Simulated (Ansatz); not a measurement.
Calculated with Ansatz (gas phase, PBE0-D4/def2-TZVP geometries, no zero-point term in ΔE). CCSD(T)/CBS is the MP2 limit (def2-TZVPP, def2-QZVPP) plus CCSD(T) − MP2 in def2-TZVPP, frozen cores. Functionals use def2-TZVPP. def2 core potentials past Kr. For Cd outer-core shells are correlated without core-valence functions, which leaves a few kJ/mol of doubt a bond. One conformer a species, not always the lowest.

Consider the redistribution: `[NH2][Cd][OH]` + `Cl[SiH2][SiH](Cl)Cl` → `[NH2][Cd][Cl]` + `O[SiH2][SiH](Cl)Cl`.

CCSD(T)/CBS gives -108.0 kJ/mol.

Q: Another level gave -108.9 kJ/mol. Which?
A. B97M-V/def2-TZVPP
B. BHLYP-D4/def2-TZVPP
C. r2SCAN0-D4/def2-TZVPP
D. revPBE/def2-TZVPP

A: A. B97M-V -108.9, revPBE -95.1, BHLYP-D4 -122.1, r2SCAN0-D4 -115.3 kJ/mol.

Largest T1 diagnostic among the species: 0.016.

From PBE to PBE0 (25 % exact exchange), in def2-TZVPP and without D4, ΔE moves by −12.7 kJ/mol. Leaving LDA and LC-ωPBE aside and taking each functional with its dispersion term where it has one, the values, not all of them listed here, spread over 29.1 kJ/mol, from BHLYP-D4 to revPBE-D4. LDA lies −3.5 kJ/mol from PBE without D4.
